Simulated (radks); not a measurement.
Results of a calculation; reference values are marked as such.
Isoelectronic series with 6 electrons, all held in the configuration [He] 2s2 2p2, which need not be the ground one along the series. Code: a radial shooting solver on a logarithmic mesh with Libxc functionals. Model: Dirac Kohn-Sham, PBE, spin-unpolarised, spherical densities, finite nucleus; open shells fill j = l - 1/2 first; Fermi nuclear charge, rms radius of each element as measured or else 0.836 A^(1/3) + 0.57 fm. Total energies (hartree) and orbital eigenvalues (Ry):

| ion | E (hartree) | 2p1/2 | 2s1/2 | 1s1/2 |
|---|---|---|---|---|
| C | -37.76524 | -0.38863 | -1.01037 | -20.09180 |
| N+ | -53.95474 | -1.52117 | -2.38538 | -29.52040 |
| O2+ | -73.16633 | -3.17979 | -4.28744 | -40.98932 |
| F3+ | -95.39775 | -5.35111 | -6.70218 | -54.48232 |
| Ne4+ | -120.65049 | -8.03074 | -9.62515 | -69.99474 |
| Mg6+ | -180.23385 | -14.90911 | -16.99036 | -107.0759 |
| Al7+ | -214.57387 | -19.10729 | -21.43231 | -128.6475 |
| Si8+ | -251.95365 | -23.81189 | -26.38111 | -152.2432 |
| P9+ | -292.37968 | -29.02363 | -31.83755 | -177.8664 |
| S10+ | -335.85906 | -34.74340 | -37.80267 | -205.5208 |
| Cl11+ | -382.39948 | -40.97230 | -44.27765 | -235.2108 |
| Ar12+ | -432.00929 | -47.71157 | -51.26384 | -266.9411 |
| K13+ | -484.69740 | -54.96258 | -58.76270 | -300.7169 |
| Ca14+ | -540.47328 | -62.72687 | -66.77585 | -336.5436 |
| Sc15+ | -599.34705 | -71.00608 | -75.30502 | -374.4272 |
| Ti16+ | -661.32945 | -79.80199 | -84.35207 | -414.3740 |
| V17+ | -726.43186 | -89.11648 | -93.91900 | -456.3907 |
| Cr18+ | -794.66616 | -98.95160 | -104.0079 | -500.4844 |
| Mn19+ | -866.04496 | -109.3095 | -114.6210 | -546.6624 |
| Fe20+ | -940.58159 | -120.1924 | -125.7607 | -594.9328 |
